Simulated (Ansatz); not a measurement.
Computed with Ansatz on PBE0-D4/def2-TZVP structures; ΔE is electronic, products minus reactants. CCSD(T)/CBS adds triple-zeta CCSD(T) − MP2 to the extrapolated MP2 energy (def2 sets, frozen cores). This one scheme is used for every species. Functionals use def2-TZVPP. For Se outer-core shells are correlated without core-valence functions, which leaves a few kJ/mol of doubt a bond. Scalar relativity is left out up to krypton. One conformer a species, not always the lowest.

`[SiH3]C(S)=[Se]` + H–F → `FC(S)=[Se]` + SiH₄  (substitution at a C–Si bond)

Task: Is it downhill or uphill in electronic energy at CCSD(T)/CBS, and by how much? (Estimate.)

Result: Ansatz gave: Uphill: ΔE = +81.8 kJ/mol.

Task: What do these levels give: B97M-V, r2SCANh-D4, B2PLYP, r2SCAN, CCSD/def2-SVP, CCSD/CBS(def2)? (An estimate is asked.)

Result: The calculation gave: B97M-V 51.3, r2SCANh-D4 57.5, B2PLYP 61.3, r2SCAN 52.4, CCSD/def2-SVP 47.8, CCSD/CBS(def2) 79.6 kJ/mol.

Largest T1 diagnostic among the species: 0.016.

From PBE to PBE0 (25 % exact exchange), in def2-TZVPP and without D4, ΔE moves by +7.9 kJ/mol. At CCSD(T), def2-SVP lies −33.8 kJ/mol from the extrapolated value and def2-TZVPP −7.7 kJ/mol. Leaving LDA and LC-ωPBE aside and taking each functional with its dispersion term where it has one, the values, not all of them listed here, spread over 20.8 kJ/mol, from B97M-V to PBE-QIDH.
